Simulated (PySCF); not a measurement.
## GeO₂, singlet: data card

All numbers come from B3LYP in PySCF with Ge def2-TZVP, O def2-TZVP; no relativity; density-fitted integrals.

The structure is a minimum.

```
Point group                                                                   : D∞h
Bond lengths                                                                  : Ge–O 1.624 Å (×2)
Bond angles                                                                   : O–Ge–O 180.0°
Dipole moment                                                                 : 0.00 D
Highest occupied level                                                        : -9.12 eV
Rotational constants                                                          : 0.1998 cm⁻¹
Atomisation energy without zero-point energy                                  : 945 kJ/mol
Entropy at 298.15 K and 1 bar                                                 : 245.6 J/(mol K)
Principal polarisabilities                                                    : 22.8, 22.8, 44.7 bohr³
Enthalpy at 298.15 K above 0 K                                                : 11.80 kJ/mol
Zero-point energy                                                             : 14.2 kJ/mol
Rotational symmetry number                                                    : 2
Lowest empty level                                                            : -3.47 eV
Principal quadrupole moments (Buckingham, traceless) about the centre of mass : -12.80, 6.40, 6.40 D Å
Heat capacity Cp at 298.15 K                                                  : 47.9 J/(mol K)
```

Harmonic modes (masses in u: Ge 73.921, O 15.995):
```
symmetry  ω (cm⁻¹)  IR (km/mol, summed over degenerate members)  μ (u)
      πu       205                                         76.8  20.95
     σg+       891                                          0.0  15.99
     σu+      1068                                         75.9  20.95
```

In D∞h the vibrations span πu + σg+ + σu+. The σg+ mode carries no infrared intensity, as symmetry demands. With a centre of inversion only u modes can be infrared active and only g modes Raman active.

Charges (e):
```tsv
atom	Mulliken	Löwdin	polar tensor	Mayer order to Ge1
Ge1	0.86	0.57	1.06	–
O2,3	-0.43	-0.28	-0.53	2.05
```

Mulliken populations on Ge1: s 7.09, p 13.58, d 10.37, f 0.10.

Outer orbital energies (eV). occupied: -26.23, -26.13, -13.60, -10.88, -10.36, -10.36, -9.12, -9.12; empty: -3.47, -1.76, -1.76, 3.10.

Counting electrons, germanium keeps none of its valence electrons outside its bonds, so the VSEPR class is AX2 and the expected shape is linear (D∞h), as computed.

The final relaxation and frequency run took 17 s on 2 threads of a shared Arm Neoverse V1 host, with 110 basis functions and 8 gradients; the process peaked at 0.95 GiB. Launch command: `OMP_NUM_THREADS=2 python axn.py task.json out`.
